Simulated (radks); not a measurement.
The numbers below are computed, except where a source is named.
Q: Radial electron density D(r) = 4 pi r^2 rho(r) of an atom or ion with 15 electrons. Code: a radial shooting solver on a logarithmic mesh with Libxc functionals. Model: non-relativistic Kohn-Sham, exchange-only LDA, spin-polarised, spherical densities, point nucleus.

r (bohr),D(r) (e/bohr),spin D(r)
0.004009,0.4717,-0.0000547
0.004521,0.5899,-0.0000681
0.005097,0.7363,-0.0000843
0.005747,0.9167,-0.000104
0.006531,1.155,-0.000129
0.007364,1.430,-0.000157
0.008303,1.764,-0.000190
0.009362,2.167,-0.000226
0.01064,2.688,-0.000269
0.012,3.272,-0.000309
0.01353,3.962,-0.000345
0.01525,4.767,-0.000370
0.01733,5.763,-0.000368
0.01954,6.828,-0.000319
0.02204,8.019,-0.000190
0.02484,9.325,0.0000683
0.02824,10.82,0.000571
0.03184,12.27,0.00137
0.0359,13.73,0.00265
0.04047,15.11,0.00464
0.046,16.42,0.00788
0.05186,17.40,0.0124
0.05848,18.04,0.0190
0.06593,18.28,0.0282
0.07494,18.04,0.0419
0.08449,17.37,0.0594
0.09526,16.34,0.0823
0.1074,15.09,0.111
0.1221,13.75,0.150
0.1376,12.72,0.192
0.1552,12.13,0.239
0.175,12.14,0.288
0.1989,12.83,0.337
0.2242,14.00,0.372
0.2528,15.40,0.390
0.285,16.68,0.382
0.324,17.49,0.340
0.3653,17.41,0.270
0.4118,16.38,0.179
0.4643,14.47,0.0842
0.5278,11.78,0.00877
0.595,9.054,-0.00671
0.6709,6.574,0.0594
0.7564,4.665,0.224
0.8597,3.428,0.506
0.9694,2.964,0.846
1.093,2.965,1.21
1.232,3.156,1.53
1.401,3.292,1.76
1.579,3.199,1.81
1.78,2.859,1.70
2.007,2.334,1.46
2.282,1.696,1.11
2.572,1.137,0.782
2.9,0.6882,0.496
3.27,0.3733,0.281
3.717,0.1706,0.135
4.191,0.07161,0.0588
4.725,0.02608,0.0222
5.327,0.008120,0.00716
6.055,0.001931,0.00176
6.827,0.0004111,0.000384

What is the nuclear charge?

A: Z = 16. The innermost maximum, from 1s, lies near 1/Z = 0.0625 bohr (found: 0.0665), and its height grows with Z. The density is that of the sulfur ion S+ in [Ne] 3s2 3p3; the configuration itself is not fixed sharply by these data, and Z only to about a unit. D(r) has 3 maxima, at r = 0.0665, 0.340, 1.42 bohr, and minima at 0.164, 1.03 bohr, inside which lie 2.18, 10.39 electrons.
